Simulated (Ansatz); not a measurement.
`[F][GeH2][C]1=CC1`. The species carries charge 0 and has multiplicity 1.

```xyz
10

F    -0.3865   -1.9504   -2.0016
Ge    0.5345   -0.5578   -1.5062
C    -0.1396   -0.0127    0.1853
C    -0.9575   -0.1585    1.1771
C    -0.0242    0.9836    1.3269
H     1.9962   -1.0136   -1.4149
H     0.3114    0.5151   -2.5794
H    -1.7673   -0.7148    1.6180
H    -0.3857    2.0012    1.1813
H     0.8187    0.9079    2.0136
```

Question: List the harmonic frequencies (cm⁻¹, unscaled) at PBE0-D4/def2-TZVP in Ansatz. (Estimate.)

Answer: Ansatz gave: 55, 105, 201, 287, 423, 553, 658, 696, 775, 791, 868, 888, 994, 1014, 1068, 1104, 1169, 1518, 1797, 2178, 2179, 3067, 3136, 3292.

Question: Is this a minimum?

Answer: Yes, all 24 modes are real.

Question: Give the ideal-gas thermochemistry at 298.15 K and 1 bar (rigid rotor, harmonic oscillator; point group Cs, symmetry number 1).

Answer: Zero-point energy 172.4 kJ/mol; H(298) − E = 192.0 kJ/mol; entropy 344.5 J/(mol·K), of which translation 169.8, rotation 112.6, vibration 62.0; G(298) − E = 89.3 kJ/mol. Modes under 100 cm⁻¹ are hindered rotations or soft bends, so the harmonic entropy is rough.
